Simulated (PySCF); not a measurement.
# Energy of Cu (copper, neutral) between two integer charges

The 4s alpha orbital of [Ar] 3d10 4s1 is emptied in steps (occupation f), with all orbitals relaxed, ending at [Ar] 3d10. Calculation: PySCF 2.14, in def2-TZVP; no relativity, point nucleus. The exact energy is a straight line in f; departures are measured from the line between the end points of the same method.

| f | UHF (eV) | LDA (eV) | PBE (eV) | PBE0 (eV) | r2SCAN (eV) | LC-wPBE (eV) | BHandHLYP (eV) | wB97X (eV) | HSE06 (eV) | TPSS (eV) |
| --- | --- | --- | --- | --- | --- | --- | --- | --- | --- | --- |
| 1 | 0.000 | 0.000 | 0.000 | 0.000 | 0.000 | 0.000 | 0.000 | 0.000 | 0.000 | 0.000 |
| 0.8 | 0.015 | -0.544 | -0.532 | -0.382 | -0.464 | -0.003 | -0.266 | -0.062 | -0.443 | -0.500 |
| 0.6 | 0.022 | -0.819 | -0.803 | -0.575 | -0.702 | -0.002 | -0.402 | -0.091 | -0.662 | -0.750 |
| 0.4 | 0.021 | -0.821 | -0.807 | -0.576 | -0.701 | 0.001 | -0.404 | -0.087 | -0.659 | -0.752 |
| 0.2 | 0.014 | -0.546 | -0.540 | -0.385 | -0.467 | 0.000 | -0.271 | -0.053 | -0.439 | -0.504 |
| 0 | 0.000 | 0.000 | 0.000 | 0.000 | 0.000 | 0.000 | 0.000 | 0.000 | 0.000 | 0.000 |

```tsv
method	E(f=0) − E(f=1) (eV)	−ε at f=1 (eV)	−ε at f=0.4 (eV)
UHF	6.442	6.538	6.421
LDA	8.404	5.022	9.087
PBE	8.160	4.854	8.813
PBE0	7.771	5.391	8.245
r2SCAN	8.039	5.153	8.636
LC-wPBE	7.628	7.594	7.634
BHandHLYP	7.506	5.849	7.830
wB97X	7.566	7.175	7.667
HSE06	7.845	5.071	8.406
TPSS	7.952	4.835	8.567
```

Orbital energy along the path (eV):

| f | UHF | LDA | PBE | PBE0 | r2SCAN | LC-wPBE | BHandHLYP | wB97X | HSE06 | TPSS |
| --- | --- | --- | --- | --- | --- | --- | --- | --- | --- | --- |
| 1 | -6.538 | -5.022 | -4.854 | -5.391 | -5.153 | -7.594 | -5.849 | -7.175 | -5.071 | -4.835 |
| 0.8 | -6.495 | -6.351 | -6.147 | -6.332 | -6.279 | -7.624 | -6.500 | -7.337 | -6.187 | -6.075 |
| 0.6 | -6.457 | -7.710 | -7.469 | -7.284 | -7.436 | -7.640 | -7.160 | -7.505 | -7.306 | -7.322 |
| 0.4 | -6.421 | -9.087 | -8.813 | -8.245 | -8.636 | -7.634 | -7.830 | -7.667 | -8.406 | -8.567 |
| 0.2 | -6.388 | -10.462 | -10.176 | -9.213 | -9.788 | -7.619 | -8.514 | -7.797 | -9.488 | -9.821 |
| 0 | -6.358 | -11.801 | -11.541 | -10.163 | -10.956 | -7.646 | -9.218 | -7.817 | -10.584 | -11.131 |

Reference removal energy between the ground levels: 7.726 eV (measured; NIST Atomic Spectra Database, ionization energies). UHF lacks correlation.
